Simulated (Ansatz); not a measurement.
Consider the substitution at a C–Ge bond: `O[CH2][GeH2][SiH3]` + `NCS` → `NCSCO` + `[SiH3][GeH3]`.

Gas-phase electronic energies from Ansatz, PBE0-D4/def2-TZVP geometries. CCSD(T)/CBS is the MP2 limit (def2-TZVPP, def2-QZVPP) plus CCSD(T) − MP2 in def2-TZVPP, frozen cores. Functionals use def2-TZVPP. For Ge outer-core shells are correlated without core-valence functions, which leaves a few kJ/mol of doubt a bond. Scalar relativity is left out up to krypton. One conformer a species, not always the lowest.

(1) Is it downhill or uphill in electronic energy at CCSD(T)/CBS, and by how much? (Estimate.)

(2) What do these levels give: PBE0-D4, B2PLYP, SCS-MP2/def2-TZVPP, CCSD/def2-TZVPP, MP2/def2-QZVPP, MP2/CBS(def2)? (Estimate.)

Largest T1 diagnostic among the species: 0.012.

Results:

(1) The calculation gave: Downhill: ΔE = -0.12 eV.

(2) The calculation gave: PBE0-D4 -0.19, B2PLYP -0.16, SCS-MP2/def2-TZVPP -0.11, CCSD/def2-TZVPP -0.09, MP2/def2-QZVPP -0.12, MP2/CBS(def2) -0.13 eV.
